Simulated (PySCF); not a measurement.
## Two-component Hartree-Fock for Tl⁶⁹⁺ (thallium, charge +69)

Start: [Ne] 3s2. Calculated with PySCF 2.14 in an uncontracted even-tempered set (17 s from 8.6 bohr⁻², ratio 2.6; 14 p from 11 bohr⁻², ratio 2.6; 6 d from 12 bohr⁻², ratio 2.8; 4 f from 150 bohr⁻², ratio 2.8): generalised Hartree-Fock with the X2C-1e Hamiltonian and a Gaussian nucleus; spin-orbit coupling (SO) screened by Boettger's factors.

```tsv
spinor shell	electrons	ε, screened SO (eV)	weight of nominal j (screened SO)	rms radius, screened SO (bohr)
1s1/2	2	-92298.4	1.000	0.0184
2s1/2	2	-21416.5	1.000	0.0731
2p1/2	2	-20842.6	1.000	0.0617
3s1/2	2	-8737.0	1.000	0.175
```

Task: Where does 2p3/2 lie, and what is the 2p spin-orbit splitting (screened SO)?

Result: At -18712.1 eV, 2130.5 eV above 2p1/2.

```
   quantity   screened SO
E (hartree)  -14197.81243
        M_J             0
       ⟨J²⟩         0.000
       ⟨L²⟩         0.052
       ⟨S²⟩         0.052
```

Breit and QED terms are absent; they matter most for the inner s and p1/2 levels.

Densities and radii are taken from the X2C orbitals without a picture-change correction, which distorts them close to the nucleus.
